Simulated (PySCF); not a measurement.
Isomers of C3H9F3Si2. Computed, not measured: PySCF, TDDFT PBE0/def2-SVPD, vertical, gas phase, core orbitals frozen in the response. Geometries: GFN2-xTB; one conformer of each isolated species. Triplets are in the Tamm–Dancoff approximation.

A. `[SiH3][SiH2]CCC(F)(F)F`
B. `CC([SiH3])([SiH3])C(F)(F)F`
C. `F[Si](F)(F)CCC[SiH3]`

Lowest singlet levels (six at most, fewer where fewer were computed) with oscillator strengths:

1. 177 nm (f 0.039); 172 nm (f 0.016); 163 nm (f 0.045); 161 nm (f 0.002); 157 nm (f 0.044); 156 nm (f 0.020); T1 6.11 eV
2. 159 nm (f 0.045); 146 nm (f 0.001); 145 nm (f 0.022); 145 nm (f 0.056); 144 nm (f 0.028); 143 nm (f 0.014); T1 7.43 eV
3. 160 nm (f 0.056); 155 nm (f 0.053); 148 nm (f 0.172); 147 nm (f 0.009); 144 nm (f 0.020); 144 nm (f 0.006); T1 7.30 eV

Question: Which spectrum belongs to which structure?

Answer: 1 = A, 2 = C, 3 = B.
- A: S1 at 7.01 eV, HOMO→LUMO (91%); Löwdin shares by element: HOMO silicon 59%, carbon 15% or more, hydrogen 6% or more (atoms not listed hold the other 21%); LUMO silicon 56%, hydrogen 14% or more (atoms not listed hold the other 30%); HOMO -8.65 and LUMO -0.45 eV.
- B: S1 at 7.76 eV, HOMO→LUMO (98%); Löwdin shares by element: HOMO carbon 43% or more, silicon 28% (atoms not listed hold the other 29%); LUMO silicon 41%, hydrogen 13% or more (atoms not listed hold the other 46%); HOMO -8.82 and LUMO 0.10 eV; point group Cs.
- C: S1 at 7.82 eV, HOMO→LUMO (96%); Löwdin shares by element: HOMO carbon 54%, silicon 24% or more (atoms not listed hold the other 23%); LUMO silicon 30%, carbon 19% or more (atoms not listed hold the other 51%); HOMO -8.92 and LUMO 0.03 eV.
B and C have S1 within 0.07 eV of each other; their strongest listed levels stand at 8.36 eV (f 0.172) and 8.57 eV (f 0.056).
